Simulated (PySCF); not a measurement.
## Does the structure fit the spectrum?

A compound C5H13NSi3 gives the data below (simulated from a calculation) and was assigned the structure `[SiH3]N([SiH3])[SiH2]C#CC1CC1`.

13C{1H} NMR (computed): δ 124.4 (C), 13.1 (CH3), 4.3 (CH), -1.9 (CH), -3.6 (CH2).

1H NMR (300 MHz, computed): δ 5.33 (m, 1H), 5.01 (m, 1H), 4.96 (m, 1H), 3.93 (d, 3H), 1.66 (m, 1H), 1.36 (d, 3H), 0.92 (m, 1H), 0.54 (m, 1H), 0.41 (m, 1H).

PySCF 2.14.0 with density-fitted response routines calculation with structure optimised with GFN2-xTB and shielding tensors at PBE0/pcSseg-1 (GIAO); fast rotation and ring inversion assumed for equivalent nuclei, isolated molecule, one conformer, non-relativistic Hamiltonian.

Chemical shifts δ = σref − σ; 1H (σref 31.72) and 13C (σref 186.93) vs TMS, all at this level.

Q: Compare with the shifts computed for the proposed structure, pairing carbons in order of shift.

A: Atom-mapped SMILES (the numbers label the heavy atoms): `[SiH3:1][N:2]([SiH3:3])[SiH2:4][C:5]#[C:6][CH:7]1[CH2:8][CH2:9]1`; H(Xn) means a hydrogen on atom n.

| atom | computed for proposal | given list | difference |
| --- | --- | --- | --- |
| C6 | 124.3 | 124.4 | -0.1 |
| C5 | 78.4 | 13.1 | +65.3 |
| C8 | 11.4 | 4.3 | +7.1 |
| C9 | 11.4 | -1.9 | +13.3 |
| C7 | 3.5 | -3.6 | +7.1 |

The rms difference is 30.2 ppm and the largest +65.3 ppm at C5 (alkyne carbon). The proposal also would give 4 carbon signals, not 5. The carbon types in order of shift don't match either: C, C, CH2, CH2, CH for the proposal against C, CH3, CH, CH, CH2 in the data. The proposal doesn't fit.

Q: Which isomer fits?

A: SMILES C[C@@H]([SiH3])[Si@H]1C[SiH2][C@@H]1C#N.

Carbon types of the structure: 1 × C, 2 × CH, 1 × CH2, 1 × CH3, leaving 6 H on heteroatoms. δC 124.4: nitrile carbon; C≡N carbons fall here, among the sp2 signals but without a proton. δC 4.3: sp3 CH bonded to 2 Si; an electropositive neighbour leaves it electron-rich and shielded. δC -1.9: sp3 CH bonded to 2 Si, α to a nitrile; an electropositive neighbour leaves it electron-rich and shielded. δC -3.6: sp3 CH2 bonded to 2 Si; an electropositive neighbour leaves it electron-rich and shielded.

Other isomers checked: C=C(CC#N)[SiH2]C([SiH3])[SiH3] (rms 80.2 ppm); CC1=C[Si@H](N([SiH3])[SiH3])C=C1 (rms 107.7 ppm).

The data come from this structure; uniqueness wasn't tested.

Shifts are as computed. Against solution values, carbons near 30 ppm lie about +3 ppm off and those near 130 ppm about +5 ppm. Of 1211 compounds with measured shifts, 218 miss one by over three times the rms of a fit or turn the order of signals round; such compounds aren't used in these exercises. No couplings were computed; multiplicities are counted from neighbouring protons, with m where these are inequivalent, close in shift, in a saturated or five-membered ring or joined by F or P, and br s for small geminal =CH2 splittings.
